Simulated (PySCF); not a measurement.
Point-charge models of `[SiH2]([SiH3])[Si@H](C)[SiH2]C#CC` against its computed dipole.

Coordinates (PBE0-D3(BJ)/def2-SVP, Å) and charges (e) from the PBE0/pcSseg-1 density (PySCF):

```tsv
atom	x	y	z	Mulliken	IAO	Hirshfeld	ESP-fitted
C1	4.497	1.147	-0.034	-0.1881	-0.4312	-0.0908	-0.5060
C2	3.433	0.166	-0.138	-0.1157	+0.0012	-0.0217	+0.1612
C3	2.545	-0.666	-0.228	-0.4053	-0.3755	-0.1826	-0.3346
Si4	1.145	-1.840	-0.312	+0.4216	+0.4787	+0.2492	+0.1879
Si5	-0.723	-0.778	0.661	+0.0814	+0.3396	+0.1879	+0.3799
C6	-0.238	0.949	1.252	-0.5962	-0.6787	-0.2069	-0.5609
Si7	-2.456	-0.625	-0.913	+0.0131	+0.1314	+0.1361	+0.0187
Si8	-4.336	0.373	0.069	+0.2115	+0.2811	+0.2066	+0.2413
H9	4.557	1.762	-0.945	+0.1568	+0.1733	+0.0635	+0.1801
H10	4.330	1.822	0.820	+0.1550	+0.1717	+0.0627	+0.1747
H11	5.473	0.657	0.107	+0.1576	+0.1737	+0.0637	+0.1815
H12	1.499	-3.100	0.413	-0.0559	-0.0963	-0.0721	-0.0505
H13	0.876	-2.191	-1.742	-0.0544	-0.1003	-0.0727	-0.0510
H14	-1.221	-1.600	1.813	-0.0111	-0.0937	-0.0801	-0.1257
H15	0.570	0.882	1.997	+0.1555	+0.1584	+0.0425	+0.1554
H16	0.131	1.547	0.405	+0.1531	+0.1569	+0.0408	+0.1419
H17	-1.095	1.468	1.706	+0.1534	+0.1531	+0.0413	+0.1431
H18	-1.998	0.217	-2.066	-0.0286	-0.0825	-0.0745	-0.0474
H19	-2.821	-1.980	-1.439	-0.0263	-0.0800	-0.0730	-0.0561
H20	-4.829	-0.480	1.196	-0.0575	-0.0937	-0.0737	-0.0818
H21	-5.451	0.566	-0.909	-0.0534	-0.0897	-0.0721	-0.0710
H22	-3.956	1.710	0.625	-0.0668	-0.0975	-0.0742	-0.0808
```

Question: Form Σ q r in debye for every column and set it beside the full dipole.

Answer: The full density gives (1.56, 1.53, 0.47) D, 2.23 D in size; dipole vectors point from the negative to the positive end.

```tsv
scheme	μx	μy	μz	size (D)	share of the full size (%)	angle to the full dipole (°)
Mulliken	1.81	0.97	0.05	2.06	92	19
IAO	0.28	-0.17	0.10	0.34	15	72
Hirshfeld	1.14	0.68	0.18	1.34	60	14
ESP-fitted	1.52	1.57	0.48	2.24	100	1
```

Question: Which set comes closest?

Answer: Length of the difference vector: ESP-fitted 0.06 D, Mulliken 0.75 D, Hirshfeld 0.99 D, IAO 2.16 D. Closest: ESP-fitted. 

Question: What is left for the Hirshfeld atoms' own dipoles?

Answer: The shares of the density sum to the whole, so what Σ q r misses lies in dipoles about the nuclei. The atomic dipoles sum to (1.56, 1.53, 0.47) − (1.14, 0.68, 0.18) = (0.42, 0.85, 0.29) D, 0.99 D in size.

Question: With the origin at the mean of the coordinates, (-0.003, 0.000, 0.106) Å, which are the largest single terms, by size, of the Hirshfeld dipole along the direction of the full one?

Answer: Si8 -2.76, C1 -1.70, Si7 -1.54, H10 +1.33, H11 +1.31 D; all 22 atoms together +1.30 D. The single terms depend on the origin, their sum doesn't.

Question: Give the size of the full dipole in other units.

Answer: 2.23 D = 0.879 au = 0.465 e·Å = 7.45 × 10⁻³⁰ C·m.

One conformer (not necessarily the lowest) at the PBE0-D3(BJ)/def2-SVP geometry, without solvent, vibrations or thermal averaging.

Shape of the structure used: `[CH3:1][C:2]#[C:3][SiH2:4][Si@@H:5]([CH3:6])[SiH2:7][SiH3:8]`: C3–Si4–Si5–C6 0°, Si4–Si5–Si7–Si8 178°.
